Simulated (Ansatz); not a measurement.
The same path of CH6OSn (9 atoms, charge 0, multiplicity 1) was run twice with different band settings. Lost on the way: Sn1–C2, Sn1–H6. Made: C2–H6.

All numbers below come from Ansatz, RKS B3LYP/def2-SVP.

Relaxed end points:

```xyz
9
Properties=species:S:1:pos:R:3
Sn 0.479 -0.077 -0.053
C 0.976 0.018 2.055
H 0.072 -0.114 2.667
H 1.694 -0.779 2.302
H 1.428 0.994 2.281
H 1.851 0.151 -1.061
O -0.676 1.489 -0.548
H -1.580 1.399 -0.217
H -0.370 -1.533 -0.438
```

```xyz
9
Properties=species:S:1:pos:R:3
Sn -0.828 -0.133 -2.164
C 1.740 0.199 2.184
H 1.440 -0.806 2.515
H 1.608 0.908 3.014
H 1.124 0.511 1.328
H 2.799 0.181 1.888
O -0.550 0.950 -0.480
H -1.191 0.760 0.220
H -2.268 -1.023 -1.515
```

Common settings: spring 5.0 eV/Å²; optimiser quadratic models (default); start path through a guess of the saddle point; force threshold 0.05 eV/Å; iteration limit 60; end points relaxed.

| run | movable images | climbing image |
| --- | --- | --- |
| 1 | 7 | yes |
| 2 | 4 | no |

**Question.** What does each run give, and how far can it be trusted?

**Answer.** Run 1: converged after 38 iterations, highest image 2.426 eV above the first end. Beside the main top the profile has a ripple of under 15 meV (maxima at images 2, 4), which may be a very shallow well or noise. A structure lower than the first end lies on the path between it and the top, so the climb from that side starts below the end, which may itself be a saddle point or a shallow side well. Neighbouring images differ by up to 2.8 eV, so the band resolves the path poorly. A vibrational analysis at the climbing image gives 2 clearly imaginary modes (1076i, 87i cm⁻¹): a point of higher order, so a lower path passes nearby.
Run 2: converged after 21 iterations, highest image 0.507 eV above the first end. No image climbed, so the highest image needn't sit at the top of the path. A band with more images between the same ends climbed to 2.43 eV, so this one has probably stepped over the top.
The orbitals stay closed-shell, which can raise the energy where a bond breaks towards radicals; this wasn't checked here.
